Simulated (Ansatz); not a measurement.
# Nudged elastic band run: GeH2O

input.yaml

```yaml
crystal:
  periodic: [false, false, false]
  atoms:
    - { symbol: O, position_ang: [-0.139348, -0.675026, 0.532192] }
    - { symbol: Ge, position_ang: [0.516097, 0.565419, -0.623268] }
    - { symbol: H, position_ang: [0.56207, -1.327858, 0.725647] }
    - { symbol: H, position_ang: [-0.883318, 1.377165, -0.654871] }
basis:
  gaussian: { orbitals: def2-SVP }
hamiltonian:
  xc: pbe
neb:
  order_check: false
  images: 8
  f_tol: 0.03
  max_iterations: 60
  climbing: false
  final_atoms:
    - { symbol: O, position_ang: [0.61774636, -0.82113959, 0.337589] }
    - { symbol: Ge, position_ang: [0.61630036, 0.64982702, -0.72396249] }
    - { symbol: H, position_ang: [-0.241231, -0.9622205, 0.7800311] }
    - { symbol: H, position_ang: [-0.93731472, 1.07323308, -0.4139576] }
  initial_path:
    images:
      - { positions_ang: [[-0.139348, -0.675026, 0.532192], [0.516097, 0.565419, -0.623268], [0.56207, -1.327858, 0.725647], [-0.883318, 1.377165, -0.654871]] }
      - { positions_ang: [[-0.09588974, -0.76281837, 0.45590543], [0.47651514, 0.54812282, -0.6398057], [0.53123583, -1.24769106, 0.78630039], [-0.85636022, 1.40208661, -0.62270012]] }
      - { positions_ang: [[-0.05243148, -0.85061074, 0.37961886], [0.43693327, 0.53082665, -0.65634339], [0.50040166, -1.16752412, 0.84695377], [-0.82940245, 1.42700821, -0.59052924]] }
      - { positions_ang: [[-0.00897322, -0.93840311, 0.30333229], [0.39735141, 0.51353047, -0.67288109], [0.46956749, -1.08735719, 0.90760716], [-0.80244467, 1.45192982, -0.55835836]] }
      - { positions_ang: [[0.03448503, -1.02619548, 0.22704571], [0.35776954, 0.4962343, -0.68941878], [0.43873332, -1.00719025, 0.96826055], [-0.7754869, 1.47685143, -0.52618748]] }
      - { positions_ang: [[0.11860663, -1.04243032, 0.20542316], [0.36890325, 0.50561297, -0.70060706], [0.34947765, -0.96656386, 0.97430323], [-0.78148653, 1.44308121, -0.49941932]] }
      - { positions_ang: [[0.24339156, -0.98710764, 0.23846462], [0.43075253, 0.54166648, -0.70644592], [0.20180049, -0.96547802, 0.92573519], [-0.82044358, 1.35061918, -0.47805389]] }
      - { positions_ang: [[0.3681765, -0.93178496, 0.27150608], [0.49260181, 0.57771999, -0.71228478], [0.05412333, -0.96439218, 0.87716716], [-0.85940063, 1.25815715, -0.45668846]] }
      - { positions_ang: [[0.49296143, -0.87646228, 0.30454754], [0.55445108, 0.6137735, -0.71812363], [-0.09355384, -0.96330634, 0.82859913], [-0.89835768, 1.16569511, -0.43532303]] }
      - { positions_ang: [[0.61774636, -0.82113959, 0.337589], [0.61630036, 0.64982702, -0.72396249], [-0.241231, -0.9622205, 0.7800311], [-0.93731472, 1.07323308, -0.4139576]] }
```

Run as:

```bash
$ ansatz run input.yaml --threads 1 --pin off --max-ram 2048MiB --backend cpu --events-out ev --progress --plain --runs-dir out
```

Output, in part (warnings, iteration lines, the closing report on the highest movable image, with atoms numbered from 0):

```
NEB end point (image 0): max|allowed force component| = 6.522e-3 eV/Å (the criterion of neb.relax_end_points is 1.000e-2)
NEB end point (image 9): max|allowed force component| = 1.177e-2 eV/Å (the criterion of neb.relax_end_points is 1.000e-2)
NEB iter   1: max|band force component| = 4.159e1 eV/Å  barrier→ = 4.8513 eV  barrier← = 4.8314 eV  Δτ_max = 0.1977 Å  (251 SCF iters)
NEB iter   2: max|band force component| = 1.947e0 eV/Å  barrier→ = 0.5611 eV  barrier← = 0.5412 eV  Δτ_max = 0.1937 Å  (230 SCF iters)
NEB iter   3: max|band force component| = 1.469e0 eV/Å  barrier→ = 0.5282 eV  barrier← = 0.5083 eV  Δτ_max = 0.0814 Å  (227 SCF iters)
NEB iter   4: max|band force component| = 8.559e-1 eV/Å  barrier→ = 0.5227 eV  barrier← = 0.5028 eV  Δτ_max = 0.0208 Å  (191 SCF iters)
NEB iter   5: max|band force component| = 2.319e-1 eV/Å  barrier→ = 0.5153 eV  barrier← = 0.4954 eV  Δτ_max = 0.0515 Å  (196 SCF iters)
NEB iter   6: max|band force component| = 2.843e-1 eV/Å  barrier→ = 0.5036 eV  barrier← = 0.4838 eV  Δτ_max = 0.0259 Å  (196 SCF iters)
NEB iter   7: max|band force component| = 1.987e-1 eV/Å  barrier→ = 0.5019 eV  barrier← = 0.4821 eV  Δτ_max = 0.0415 Å  (193 SCF iters)
NEB iter   8: max|band force component| = 5.110e-2 eV/Å  barrier→ = 0.5026 eV  barrier← = 0.4827 eV  Δτ_max = 0.0047 Å  (197 SCF iters)
NEB iter   9: max|band force component| = 1.433e-2 eV/Å  barrier→ = 0.5028 eV  barrier← = 0.4830 eV  Δτ_max = 0.0000 Å  (405 SCF iters)
Total energy: -58577.55398052 eV, -2152.6854034921 hartree
Atom 0 at     0.054048    -0.885168     0.208731 Å, force    -0.126144     0.052899     0.053522 eV/Å
Atom 1 at     0.451133     0.509823    -0.858184 Å, force     0.036076     0.021859     0.043513 eV/Å
Atom 2 at     0.394472    -1.125059     1.084212 Å, force     0.099533    -0.057635    -0.039965 eV/Å
Atom 3 at    -0.844153     1.440104    -0.455059 Å, force    -0.009465    -0.017123    -0.057069 eV/Å
Dipole moment:     0.214787     0.014083     0.213707 e Å
```

The run converged. No image climbed, so the highest image needn't sit at the top of the path.

Final band (atoms are numbered from 1 in the order of the input):

```csv
image,path coordinate (Å),energy (eV),dihedral H3–O1–Ge2–H4 (°)
0,0.00,0.00,-180
1,0.18,0.05,-162
2,0.36,0.20,-143
3,0.54,0.39,-123
4,0.72,0.50,-99
5,0.91,0.46,-73
6,1.09,0.30,-46
7,1.27,0.14,-23
8,1.45,0.05,-7
9,1.63,0.02,0
```

Run time: 120 s on 1 thread of Intel(R) Xeon(R) Processor @ 2.50GHz (Skylake/Cascade Lake), on a shared host, peak memory 0.1 GiB.
